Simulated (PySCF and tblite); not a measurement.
Values are calculated unless marked as measured or tabulated.
C₆H₅F₃O, numbered as in [F:1][CH2:2][c:3]1[cH:4][cH:5][o:6][c:7]1[CH:8]([F:9])[F:10]. Conformers came from 90 starts (ETKDG and KDG, MMFF94s, GFN2-xTB); geometries are GFN2-xTB. Weights use B3LYP-D3(BJ)/def2-SVP (IEF-PCM, methanol) energies plus GFN2-xTB zero-point and thermal terms (modes under about 100 cm⁻¹ blended into free rotors). Symmetry numbers and mirror images are counted. Conformers within 2.5 kcal/mol (GFN2-xTB free energy) were kept, 4 at most. GIAO shieldings: wB97X-D/pcSseg-1 (IEF-PCM, methanol). Shifts are against TMS (¹H), TMS (¹³C) at the same level. Programs: PySCF with density fitting and tblite.

Torsions listed: F1–C2–C3–C4, O6–C7–C8–F9. Of a mirror pair one member is shown.

| conformer | shape | point group | mirror pair | ΔE(DFT) | Δ(G−E) at 250 K | δ H4 (ppm) |
| --- | --- | --- | --- | --- | --- | --- |
| 1 | -153°, -71° | C1 | yes | 0.00 | 0.00 | 6.83 |
| 2 | 0°, 122° | Cs | no | 0.62 | -0.18 | 7.19 |

Energies in kcal/mol; the thermal term leaves out symmetry numbers and mirror images.

**Question.** Work out the weights at 250 K and the ¹H shift of H4 under fast exchange.

**Answer.** RT = 0.497 kcal/mol. Each conformer gets RT ln(σ/g), with σ the rotational symmetry number and g = 2 for a mirror pair: 1: σ = 1, g = 2, G = 0.00 + 0.00 − 0.34 = -0.34, 0.00 above the lowest, exp(−ΔG/RT) = 1.000; 2: σ = 1, g = 1, G = 0.62 − 0.18 + 0.00 = 0.44, 0.78 above the lowest, exp(−ΔG/RT) = 0.206. The sum is 1.206, so the weights are 82.9, 17.1 %. The averaged shift is 6.89 ppm. At 298.15 K it is 6.90 ppm. At 298.15 K the leading conformer alone gives 6.83 ppm and bare DFT energies give 6.92 ppm.

The minima are those of GFN2-xTB; planar forms about aryl–S or allylic bonds may be saddles in DFT.


Conformer gaps in def2-SVP on xTB geometries can be 2 kcal/mol too large for S=O, P=O and other polar bonds.